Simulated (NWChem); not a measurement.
System: CH$_{4}$BeO; SMILES [CH3][Be][OH]

The following NWChem deck was run.

```
start job
memory heap 200 mb stack 900 mb global 1100 mb
geometry units angstroms noautosym nocenter noautoz
  Be    -0.003614     0.136743     0.014284
  C     -0.001041    -1.538907     0.002271
  H      0.080280    -1.963355     1.018052
  H      0.843916    -1.945410    -0.580371
  H     -0.922954    -1.952053    -0.442530
  O     -0.011418     1.538535     0.055147
  H      0.068252     2.408992    -0.316020
end
basis spherical
  * library def2-svpd
end
dft
  xc b3lyp
  iterations 150
end
property
  response 1 0.0
end
task dft property
```

Output (shortened):

```
             Northwest Computational Chemistry Package (NWChem) 7.3.0
             --------------------------------------------------------

                             Geometry "geometry" -> ""
                             -------------------------

 Output coordinates in angstroms (scale by  1.889725989 to convert to a.u.)

  No.       Tag          Charge          X              Y              Z
 ---- ---------------- ---------- -------------- -------------- --------------
    1 Be                   4.0000    -0.00361400     0.13674300     0.01428400
    2 C                    6.0000    -0.00104100    -1.53890700     0.00227100
    3 H                    1.0000     0.08028000    -1.96335500     1.01805200
    4 H                    1.0000     0.84391600    -1.94541000    -0.58037100
    5 H                    1.0000    -0.92295400    -1.95205300    -0.44253000
    6 O                    8.0000    -0.01141800     1.53853500     0.05514700
    7 H                    1.0000     0.06825200     2.40899200    -0.31602000

 Effective nuclear repulsion energy (a.u.)      50.1835483376

                              NWChem Property Module
                              ----------------------

                                 NWChem DFT Module
                                 -----------------

 Summary of "ao basis" -> "ao basis" (spherical)
 ------------------------------------------------------------------------------
       Tag                 Description            Shells   Functions and Types
 ---------------- ------------------------------  ------  ---------------------
 Be                        def2-svpd                 6       12   3s3p
 C                         def2-svpd                 8       20   4s2p2d
 H                         def2-svpd                 4        8   2s2p
 O                         def2-svpd                 9       23   4s3p2d

            General Information
            -------------------
          SCF calculation type: DFT
          Wavefunction type:  closed shell.
          No. of atoms     :     7
          No. of electrons :    22
           Alpha electrons :    11
            Beta electrons :    11
          Charge           :     0
          Spin multiplicity:     1
          Use of symmetry is: off; symmetry adaption is: off
          Maximum number of iterations: 150
          AO basis - number of functions:    87
                     number of shells:    39
          Convergence on energy requested:  1.00D-06
          Convergence on density requested:  1.00D-05
          Convergence on gradient requested:  5.00D-04

              XC Information
              --------------
                         B3LYP Method XC Potential
                     Hartree-Fock (Exact) Exchange  0.200
                        Slater Exchange Functional  0.800 local
                    Becke 1988 Exchange Functional  0.720 non-local
              Lee-Yang-Parr Correlation Functional  0.810
                  VWN I RPA Correlation Functional  0.190 local

             Grid Information
             ----------------
          Grid used for XC integration:  medium
          Radial quadrature: Mura-Knowles
          Angular quadrature: Lebedev.
          Tag              B.-S. Rad. Rad. Pts. Rad. Cut. Ang. Pts.
          ---              ---------- --------- --------- ---------
          Be                  1.05       49          10.0       434
          C                   0.70       49          11.0       434
          H                   0.35       45          12.0       434
          O                   0.60       49          11.0       434
          Grid pruning is: on
          Number of quadrature shells:   327
          Spatial weights used:  Erf1

      Superposition of Atomic Density Guess
      -------------------------------------

 Sum of atomic energies:        -128.87018062

      Non-variational initial energy
      ------------------------------

 Total energy =    -129.969494
 1-e energy   =    -272.619361
 2-e energy   =      92.466319
 HOMO         =      -0.430566
 LUMO         =      -0.019642

   convergence    iter        energy       DeltaE   RMS-Dens  Diis-err
 ---------------- ----- ----------------- --------- --------- ---------
 d= 0,ls=0.0,diis     1   -130.3965016294 -1.81D+02  1.71D-02  6.38D-01
 d= 0,ls=0.0,diis     2   -130.2866954612  1.10D-01  7.71D-03  1.89D+00
 d= 0,ls=0.0,diis     3   -130.4712765935 -1.85D-01  1.16D-03  1.63D-02
 d= 0,ls=0.0,diis     4   -130.4726694923 -1.39D-03  5.94D-04  2.43D-03
 d= 0,ls=0.0,diis     5   -130.4729762662 -3.07D-04  1.09D-04  1.29D-04
  Resetting Diis
 d= 0,ls=0.0,diis     6   -130.4729934551 -1.72D-05  2.61D-05  2.07D-06
 d= 0,ls=0.0,diis     7   -130.4729937371 -2.82D-07  6.53D-06  7.03D-08

         Total DFT energy =     -130.472993737068
      One electron energy =     -276.237439906705
           Coulomb energy =      113.995040745949
    Exchange-Corr. energy =      -18.414142913928
 Nuclear repulsion energy =       50.183548337617

 Numeric. integr. density =       22.000000902331

                       DFT Final Molecular Orbital Analysis
                       ------------------------------------

 Vector    9  Occ=2.000000D+00  E=-3.391472D-01
              MO Center= -7.2D-03,  1.4D+00,  7.1D-02, r^2= 1.2D+00
   Bfn.  Coefficient  Atom+Function         Bfn.  Coefficient  Atom+Function
  ----- ------------  ---------------      ----- ------------  ---------------
    63      0.557421  6 O  pz                66      0.378881  6 O  pz
    62      0.169226  6 O  py                 6     -0.130560  1 Be pz
    61     -0.118813  6 O  px                60      0.118046  6 O  s
    65      0.110460  6 O  py                 5      0.083756  1 Be py
    19     -0.082111  2 C  pz                64     -0.080797  6 O  px

 Vector   10  Occ=2.000000D+00  E=-3.344459D-01
              MO Center= -1.3D-02,  1.4D+00,  2.9D-02, r^2= 1.2D+00
   Bfn.  Coefficient  Atom+Function         Bfn.  Coefficient  Atom+Function
  ----- ------------  ---------------      ----- ------------  ---------------
    61      0.583825  6 O  px                64      0.402663  6 O  px
     4     -0.147491  1 Be px                63      0.124541  6 O  pz
    66      0.085868  6 O  pz                67      0.084972  6 O  px
    17     -0.079453  2 C  px                49      0.072736  5 H  s
    28     -0.067843  2 C  d -2              20     -0.063800  2 C  px

 Vector   11  Occ=2.000000D+00  E=-3.028416D-01
              MO Center= -2.2D-03, -1.2D+00,  7.2D-03, r^2= 1.3D+00
   Bfn.  Coefficient  Atom+Function         Bfn.  Coefficient  Atom+Function
  ----- ------------  ---------------      ----- ------------  ---------------
    18      0.477425  2 C  py                 5      0.361865  1 Be py
     2      0.254488  1 Be s                 16     -0.192976  2 C  s
    21      0.184243  2 C  py                 1     -0.159703  1 Be s
    60      0.156543  6 O  s                 33     -0.116784  3 H  s
    41     -0.116269  4 H  s                 49     -0.116149  5 H  s

 Vector   12  Occ=0.000000D+00  E=-1.008886D-02
              MO Center=  7.6D-02,  1.1D+00, -3.6D-01, r^2= 8.4D+00
   Bfn.  Coefficient  Atom+Function         Bfn.  Coefficient  Atom+Function
  ----- ------------  ---------------      ----- ------------  ---------------
    60      3.224835  6 O  s                  3     -2.068507  1 Be s
     8     -1.647613  1 Be py                16     -1.646059  2 C  s
     2     -0.967774  1 Be s                 68     -0.843871  6 O  py
    34      0.572749  3 H  s                 81     -0.522842  7 H  s
    15     -0.397288  2 C  s                 50      0.392518  5 H  s

 Vector   13  Occ=0.000000D+00  E= 1.430452D-02
              MO Center=  1.7D-03, -3.3D-01, -1.2D-02, r^2= 1.6D+01
   Bfn.  Coefficient  Atom+Function         Bfn.  Coefficient  Atom+Function
  ----- ------------  ---------------      ----- ------------  ---------------
    60     -2.333485  6 O  s                  8      2.175640  1 Be py
    11     -1.794048  1 Be py                 3      1.495878  1 Be s
    15     -0.719851  2 C  s                 68      0.604660  6 O  py
     2      0.520844  1 Be s                 34      0.465013  3 H  s
    50      0.328205  5 H  s                 42      0.276600  4 H  s

 Vector   14  Occ=0.000000D+00  E= 2.085479D-02
              MO Center= -4.7D-02,  1.5D-01,  4.5D-02, r^2= 1.0D+01
   Bfn.  Coefficient  Atom+Function         Bfn.  Coefficient  Atom+Function
  ----- ------------  ---------------      ----- ------------  ---------------
    12      1.017286  1 Be pz                 6     -0.275709  1 Be pz
    11      0.193344  1 Be py                42     -0.190852  4 H  s
     8     -0.188441  1 Be py                10     -0.182538  1 Be px
    60      0.158620  6 O  s                 63     -0.157922  6 O  pz
    15      0.142293  2 C  s                 22     -0.139188  2 C  pz

     Multipole analysis of the density
     ---------------------------------

     L   x y z        total         alpha         beta         nuclear
     -   - - -        -----         -----         ----         -------
     0   0 0 0     -0.000000    -11.000000    -11.000000     22.000000

     1   1 0 0      0.054037      0.067224      0.067224     -0.080412
     1   0 1 0      0.357795      0.018286      0.018286      0.321223
     1   0 0 1     -0.251972     -0.306520     -0.306520      0.361068

     2   2 0 0    -13.797215     -9.713041     -9.713041      5.628866
     2   1 1 0      0.298904      0.089115      0.089115      0.120674
     2   1 0 1     -0.050418      0.022014      0.022014     -0.094445
     2   0 2 0    -13.033132    -96.639621    -96.639621    180.246111
     2   0 1 1     -1.404100     -0.520681     -0.520681     -0.362738
     2   0 0 2    -13.568916     -9.809397     -9.809397      6.049877

 *** CALLING NEW AORESP DRIVER FOR CLOSED AND OPEN SHELLS ***
 Entering AOResponse driver routine

--------------------------------------------------------------------------------

          -----------------------------------------------
          Solving response equations for perturbing field
          -----------------------------------------------

 number of frequencies:     1
 frequency in a.u.:  0.0000000E+00
 Perturbing field: electric
 Using El. Dipole Length Gauge

 Setting up CPKS with frequency omega =      0.00000000 a.u.

 STATIC response

                                NWChem CPHF Module
                                ------------------

  scftype          =     RHF
  nclosed          =       11
  nopen            =        0
  variables        =      836
  # of vectors     =        3
  tolerance        = 0.10D-03
  level shift      = 0.00D+00
  max iterations   =       50
  max subspace     =       30

 SCF residual:    4.0270117890444274E-004

Iterative solution of linear equations
  No. of variables      836
  No. of equations        3
  Maximum subspace       30
        Iterations       50
       Convergence  1.0D-04

   iter   nsub   residual    time
   ----  ------  --------  ---------
     1      3    1.19D+00       5.9
     2      6    1.55D+00       7.8
     3      9    5.85D-01       9.6
     4     12    2.82D-02      11.4
     5     15    5.69D-03      13.3
     6     18    5.84D-04      15.1
     7     21    3.82D-05      17.0

 Electric Dipole Response Matrix (nonzero elements):

              1        2        3
    1   29.5973   0.0140  -0.0199
    2    0.0140  40.2521  -0.0696
    3   -0.0199  -0.0696  29.6445

 ------------------------------------------
 average:        33.16465 + I       0.00000

 DFT Linear Response polarizability / au
 Frequency  =       0.0000000 / au
              X              Y              Z
 -----------------------------------------------
 X      29.5973052      0.0139661     -0.0198879
 Y       0.0139662     40.2521139     -0.0695808
 Z      -0.0198884     -0.0695791     29.6445202
 -----------------------------------------------
 Eigenvalues =      29.5900336     40.2525890     29.6513167
 Isotropic   =      33.1646464
 Anisotropic =      10.6320463
 -----------------------------------------------

 Magnetic Dipole Response Matrix (nonzero elements):

 Exiting AOResponse driver routine
```

Level: B3LYP/def2-SVPD. Geometry: optimised at PBE0/def2-SVP.
